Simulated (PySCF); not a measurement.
PySCF input for C4H8OSi, SMILES C=C([SiH3])CC=O, PBE0/pcSseg-1. Coordinates come from a B3LYP-D3(BJ)/def2-SVP optimisation. The structure was generated by enumeration, and PubChem lists no compound with its InChIKey, so it may never have been made. Other conformers were not sampled.

```python
import numpy as np
from pyscf import gto, scf, dft
from pyscf.prop.nmr import rks as nmr

mol = gto.M(
    atom='''
    C     0.52263000    1.73323326   -0.72804428
    C     0.45326329    0.60828861    0.00189548
    Si    1.92771586   -0.56174604    0.08784812
    C    -0.81532506    0.25725565    0.76046436
    C    -1.68023742   -0.72258497   -0.01501180
    O    -2.84987309   -0.55757851   -0.24422125
    H    -0.31608752    2.43849559   -0.77882616
    H     1.41786140    2.00050027   -1.29776045
    H     1.54373348   -1.93065840   -0.37056855
    H     3.03065050   -0.04096232   -0.76701936
    H     2.39236008   -0.68234495    1.50248430
    H    -0.56729192   -0.22480503    1.72568674
    H    -1.42842312    1.14626123    0.97381881
    H    -1.14382513   -1.63856925   -0.37974161
    ''',
    basis='pcSseg-1',
    charge=0,
    spin=0,
    max_memory=1600,
    verbose=3,
)
mf = dft.RKS(mol, xc='pbe0')
mf.grids.level = 3
mf.conv_tol = 1e-10
mf.max_cycle = 100
mf.kernel()
n = nmr.NMR(mf)
n.verbose = 2
n.max_cycle_cphf = 60
sigma = n.kernel()
print('atom   isotropic/ppm   span/ppm')
for i, s in enumerate(sigma):
    w = np.linalg.eigvalsh((s + s.T) / 2)
    print(f'{mol.atom_symbol(i):2s}{i + 1:3d} {w.mean():14.3f} {w[2] - w[0]:11.3f}')
```

Program output:

```
converged SCF energy = -521.476952578128
atom   isotropic/ppm   span/ppm
C   1         38.449     223.298
C   2         41.916     247.864
Si  3        414.380     104.176
C   4        126.906      45.615
C   5        -14.864     203.413
O   6       -365.339    1321.697
H   7         25.111       7.567
H   8         24.975       7.227
H   9         26.736       7.357
H  10         27.068       7.527
H  11         26.923       7.181
H  12         28.133       6.116
H  13         28.262       5.317
H  14         21.625       4.942
```

Self-consistency was reached.

Cost: roughly 90 core-seconds.
